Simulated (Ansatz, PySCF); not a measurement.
C5H10Si, SMILES C(=C)[SiH2]/C=C/C. Atoms are numbered in the order given.

```xyz
16

C      3.1834    -0.5320     0.4535
C      1.9783    -0.0743     0.8202
Si     0.7210     0.6394    -0.3759
C     -0.8675    -0.3460    -0.3663
C     -2.0626     0.1625    -0.0220
C     -3.3608    -0.5861     0.0150
H      3.5169    -0.5050    -0.5905
H      3.8943    -0.9536     1.1738
H      1.7060    -0.1337     1.8834
H      0.3795     2.0454     0.0018
H      1.3526     0.6336    -1.7313
H     -0.8256    -1.4091    -0.6453
H     -2.1241     1.2229     0.2623
H     -3.8031    -0.5577     1.0264
H     -3.2349    -1.6390    -0.2794
H     -4.1019    -0.1221    -0.6594
```
Charge 0, spin multiplicity 1.

Geometry optimised at B3LYP-D3(BJ)/def2-SVP. The structure was generated by enumeration; whether it is a known compound was not checked. Other conformers were not sampled.

Two levels are set side by side: PBE-D3(BJ)/def2-SVP (Ansatz, a program for electronic structure) and B3LYP-D3(BJ)/def2-SVP (Ansatz). Each level has its own optimised geometry; the coordinates shown are those of the second. Frequencies come from the Hessian of PySCF at each geometry. Differences are taken from unrounded values.

```
quantity                            B3LYP-D3(BJ)
----------------------------------  ------------
mean bond length (Å)                       1.315
bond C1–C2 (Å)                             1.340
bond C2–Si3 (Å)                            1.876
bond Si3–C4 (Å)                            1.869
bond C4–C5 (Å)                             1.344
bond C5–C6 (Å)                             1.499
bond C1–H7 (Å)                             1.096
bond C1–H8 (Å)                             1.096
bond C2–H9 (Å)                             1.099
bond Si3–H10 (Å)                           1.495
bond Si3–H11 (Å)                           1.495
bond C4–H12 (Å)                            1.100
bond C5–H13 (Å)                            1.099
bond C6–H14 (Å)                            1.104
bond C6–H15 (Å)                            1.101
bond C6–H16 (Å)                            1.104
highest harmonic wavenumber (cm⁻¹)          3199
mean harmonic wavenumber (cm⁻¹)             1353
zero-point energy (kcal/mol)               81.22
```

Q: What does PBE-D3(BJ) give, and how far is it from B3LYP-D3(BJ)? (The exact figures need the calculation; the answer reports its results.)

A: 
```
quantity                            PBE-D3(BJ)  PBE-D3(BJ) minus B3LYP-D3(BJ)
----------------------------------  ----------  -----------------------------
mean bond length (Å)                     1.323                          0.008
bond C1–C2 (Å)                           1.348                          0.008
bond C2–Si3 (Å)                          1.882                          0.006
bond Si3–C4 (Å)                          1.875                          0.005
bond C4–C5 (Å)                           1.353                          0.009
bond C5–C6 (Å)                           1.499                          0.000
bond C1–H7 (Å)                           1.104                          0.008
bond C1–H8 (Å)                           1.104                          0.008
bond C2–H9 (Å)                           1.107                          0.008
bond Si3–H10 (Å)                         1.509                          0.014
bond Si3–H11 (Å)                         1.509                          0.014
bond C4–H12 (Å)                          1.108                          0.008
bond C5–H13 (Å)                          1.108                          0.009
bond C6–H14 (Å)                          1.112                          0.008
bond C6–H15 (Å)                          1.108                          0.007
bond C6–H16 (Å)                          1.112                          0.008
highest harmonic wavenumber (cm⁻¹)        3136                            -62
mean harmonic wavenumber (cm⁻¹)           1315                            -38
zero-point energy (kcal/mol)             78.96                          -2.26
```

GGA bonds tend to be longer and softer than those of functionals with exact exchange. Differences between two approximate levels are no errors against the true value.
